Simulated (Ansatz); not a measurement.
Two structures of SiNH₉O₂, closed shell, reached by relaxing down either side of one saddle point (PBE0-D4/def2-TZVP). Energies are electronic, without zero-point energy. Computed with Ansatz 0.2.0 (basis: def2-TZVPP and def2-QZVPP); correlated methods freeze the cores. Extrapolation: Hartree–Fock as exp(−7.88 √X), correlation as X^−2.97. First:

```
13
angstrom
Si -0.9583 -0.0937 0.6696
H 0.4167 0.4680 0.7943
H -1.4282 -0.0888 -0.7368
H -0.9558 -1.4763 1.2145
N -1.9916 1.0156 1.5032
H 1.4509 -0.9776 -1.2771
O 0.9174 -1.7148 -0.9387
H 1.6237 1.1253 -0.7518
O 2.1841 0.7560 -1.4434
H -2.9824 0.9818 1.3211
H -1.8257 1.2134 2.4776
H 0.4646 -2.0765 -1.7029
H 3.0847 0.8677 -1.1295
```

Second:

```csv
atom,x (Å),y (Å),z (Å)
Si1,-1.1056,-1.2200,-0.1033
H2,1.2733,3.0605,1.0932
H3,-2.5381,-1.5959,-0.2303
H4,-0.2566,-2.3544,0.3181
N5,-1.0471,0.0567,1.0125
H6,1.2466,-0.1539,-0.9794
O7,-0.4811,-0.8782,-1.6134
H8,1.4867,2.4465,0.7215
O9,1.8253,0.1743,-0.2757
H10,-1.8451,0.6297,1.2227
H11,-0.1685,0.4971,1.2387
H12,-0.9687,-0.2433,-2.1419
H13,2.5790,-0.4189,-0.2626
```

Q: Which bonds change from the first to the second?

A: SiNH₅ ([NH2][SiH3]) + H₂O + H₂O → SiNH₅O ([NH2][SiH2][OH]) + H₂O + H₂; bonds formed: Si1–O7, H2–H8, H6–O9; bonds broken: Si1–H2, H6–O7, H8–O9.

Q: Give the saddle point's structure and its height above each. (Judge from chemistry; the value comes from the calculation.)

A: By the calculation: 1.208 eV above the first and 2.095 eV above the second (CCSD(T) at an estimated basis limit (MP2 extrapolated from triple and quadruple zeta, plus CCSD(T) − MP2 in triple zeta)).
```xyz
13
angstrom
Si -0.6414 -0.5978 0.5225
H 0.7334 0.3817 0.8873
H -1.8139 -1.4079 -0.0175
H -0.1426 -1.5250 1.5776
N -1.5457 0.8272 0.8004
H 1.1288 -0.0907 -1.2223
O 0.2447 -0.8851 -1.0104
H 1.4116 0.7390 0.0533
O 1.8805 0.7940 -0.9610
H -2.5507 0.8213 0.7475
H -1.1620 1.6543 1.2240
H -0.3290 -1.1893 -1.7176
H 2.7865 0.4783 -0.8837
```

T1 diagnostic: at most 0.011.

Labels in which every atom is bracketed show which atoms are joined, not bond orders.

For scale, one of the runs: CCSD(T)/def2-TZVPP, 261 basis functions, launched by `ansatz run in.yaml --threads 8 --pin off --events-out ev --progress --plain --max-ram 19148MiB`. Hardware: 8 CPU threads of an Arm Neoverse V2, shared host. Wall time 73 s; peak host memory 6.4 GiB.
